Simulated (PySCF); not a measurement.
Ge(Me)(OH)3 (CH6GeO3), SMILES [CH3][Ge]([OH])([OH])[OH]. Atoms are numbered in the order given.

```xyz
11

C      0.0000     0.0000    -1.9484
Ge     0.0000     0.0000    -0.0177
O     -0.8514    -1.4221     0.6393
O     -0.8059     1.4484     0.6393
O      1.6573    -0.0263     0.6393
H     -0.9900    -0.3039    -2.3170
H      0.2318     1.0093    -2.3170
H      0.7581    -0.7054    -2.3170
H     -0.3013    -1.8823     1.2881
H     -1.4794     1.2021     1.2881
H      1.7807     0.6802     1.2881
```
Charge 0, spin multiplicity 1.

Coordinates come from a B3LYP-D3(BJ)/def2-SVP optimisation. The values are those of a single conformer.

These are PBE/def2-TZVP in PySCF values and carry that method's errors.

Gas-phase values at a fixed geometry.

```json
{
 "total_energy": "-2343.99897 hartree",
 "point_group": "C3",
 "highest_occupied_level": "-6.88 eV",
 "lowest_empty_level": "-0.72 eV",
 "orbital_gap": "6.16 eV",
 "dipole_moment": "0.45 D",
 "quadrupole, principal values (traceless, Buckingham form, about the centre of nuclear charge)": "-4.28, -4.28, 8.56 D·Å",
 "mean_static_polarisability": "52.2 bohr³ (7.74 Å³)",
 "polarisability_principal_values": "49.8, 49.8, 57.0 bohr³"
}
```
